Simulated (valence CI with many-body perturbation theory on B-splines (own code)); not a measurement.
Values are calculated unless marked as measured or tabulated.
## Ladder of approximations for Dy XLIII

Level of theory: valence CI with perturbative core correlation (CI+MBPT): six valence electrons over a frozen Dirac-Fock core [Ar], a basis of 7 s, 7 p, 8 d, 6 f, 4 g, 1 h functions for each j, with the one-electron correlation potential Σ1, the two-electron term Σ2, the three-electron term Σ3, Breit, model QED; selected CI, second order for the rest, scaled by the run's own slope (own B-spline code, finite nucleus).

The last digits are not significant, and no measured levels were compared; by estimate large intervals hold to a few tenths of a per cent, small ones and those within an open d or f shell to about a per cent. Core correlation moves these levels by up to 10000 cm⁻¹, and in measured spectra 5 to 20 % of such shifts remained as error; rates that hang on mixing are uncertain with them. Among the levels kept, up to 1000 cm⁻¹ of a level comes from second order outside the variational space, and about a tenth of that is noise between levels of different J, which matters for small intervals. Only levels of the ground parity were solved; by the run's estimate the other parity begins above the list, which can be wrong where configurations are misplaced.

Each rung adds one term. CI alone is the Dirac-Coulomb CI over the frozen core; QED comes last and gives the full result, which names the levels. Energies are above (3d3/2^4 3d5/2^2) J=4 on the same rung, in eV.

Levels are named by their leading jj configuration (3d3/2^4 stands for four electrons in 3d with j = 3/2), which in mixed levels can hold well under half, so a name can repeat and another be missing. Letters in brackets count levels of one name in rising energy.

```tsv
Level	CI alone	Σ1	Σ2	Σ3	Breit	QED	Full
(3d3/2^4 3d5/2^2) J=2	6.43	+0.005	-0.435	-0.137	+0.488	0.000	6.35
(3d3/2^4 3d5/2^2) J=0	19.61	+0.035	-0.546	-0.020	+0.808	+0.015	19.90
(3d3/2^3 3d5/2^3) J=3 [a]	33.66	+0.192	+0.395	+0.174	-0.681	+0.113	33.85
(3d3/2^3 3d5/2^3) J=4 [a]	36.17	+0.181	+0.458	+0.087	-0.882	+0.104	36.12
(3d3/2^3 3d5/2^3) J=1 [a]	37.55	+0.195	+0.209	+0.089	-0.297	+0.113	37.86
(3d3/2^3 3d5/2^3) J=5	43.69	+0.190	+0.445	-0.002	-1.586	+0.107	42.85
(3d3/2^3 3d5/2^3) J=6	44.16	+0.191	+0.722	-0.160	-2.143	+0.108	42.88
(3d3/2^3 3d5/2^3) J=2 [a]	48.96	+0.195	-0.192	-0.144	-0.685	+0.108	48.24
(3d3/2^3 3d5/2^3) J=3 [b]	50.01	+0.199	-0.073	+0.074	-0.984	+0.111	49.34
(3d3/2^3 3d5/2^3) J=0	59.19	+0.190	-0.895	+0.215	-0.528	+0.101	58.27
(3d3/2^3 3d5/2^3) J=2 [b]	60.71	+0.226	-0.355	+0.164	-0.678	+0.123	60.19
(3d3/2^3 3d5/2^3) J=4 [b]	61.34	+0.216	-0.069	-0.057	-1.150	+0.117	60.40
(3d3/2^3 3d5/2^3) J=1 [b]	61.23	+0.213	-0.601	+0.225	-0.194	+0.115	60.99
(3d3/2^3 3d5/2^3) J=3 [c]	64.29	+0.204	-0.564	+0.066	-0.633	+0.108	63.47
(3d3/2^2 3d5/2^4) J=2 [a]	73.57	+0.372	+0.560	+0.027	-1.301	+0.216	73.44
(3d3/2^2 3d5/2^4) J=0 [a]	76.00	+0.373	+0.457	+0.287	-1.035	+0.216	76.30
(3d3/2^2 3d5/2^4) J=4 [a]	79.65	+0.380	+0.754	-0.047	-2.008	+0.218	78.94
(3d3/2^2 3d5/2^4) J=3 [a]	82.71	+0.374	+0.297	+0.167	-1.615	+0.214	82.15
(3d3/2^2 3d5/2^4) J=5	83.59	+0.386	+0.841	-0.033	-2.600	+0.220	82.40
(3d3/2^2 3d5/2^4) J=6	87.29	+0.387	+1.057	-0.181	-3.232	+0.220	85.55
(3d3/2^2 3d5/2^4) J=3 [b]	88.58	+0.392	+0.338	+0.095	-1.910	+0.222	87.72
(3d3/2^2 3d5/2^4) J=1	91.85	+0.377	-0.254	+0.180	-1.342	+0.211	91.03
(3d3/2^2 3d5/2^4) J=4 [b]	94.08	+0.383	+0.152	+0.112	-2.358	+0.215	92.59
(3d3/2^2 3d5/2^4) J=2 [b]	94.80	+0.386	-0.178	-0.092	-1.799	+0.216	93.33
(3d3/2^2 3d5/2^4) J=2 [c]	103.82	+0.396	-0.176	+0.012	-1.399	+0.219	102.87
(3d3/2^2 3d5/2^4) J=4 [c]	107.63	+0.407	-0.043	+0.063	-1.934	+0.225	106.34
(3d3/2 3d5/2^5) J=1	118.48	+0.572	+0.803	-0.104	-2.074	+0.329	118.01
(3d3/2^2 3d5/2^4) J=2 [d]	124.03	+0.401	-1.048	+0.261	-1.299	+0.215	122.56
(3d3/2 3d5/2^5) J=4	130.89	+0.573	+0.756	-0.131	-3.057	+0.325	129.36
(3d3/2 3d5/2^5) J=2	135.85	+0.578	+0.161	-0.070	-2.510	+0.327	134.33
(3d3/2^2 3d5/2^4) J=0 [b]	136.91	+0.445	-1.226	+0.314	-1.051	+0.238	135.63
```

The middle columns are the shifts that each term adds.

(1) How does the ionisation energy move along the ladder, and which term matters most?

Results:

(1) CI alone 3316.9, + Σ1 3319.2, + Σ2 3331.8, + Σ3 3332.2, + Breit 3330.9, + QED 3331.0 eV. The largest step is Σ2, 12.6 eV. NIST lists 3331 ± 4 eV (theoretical).
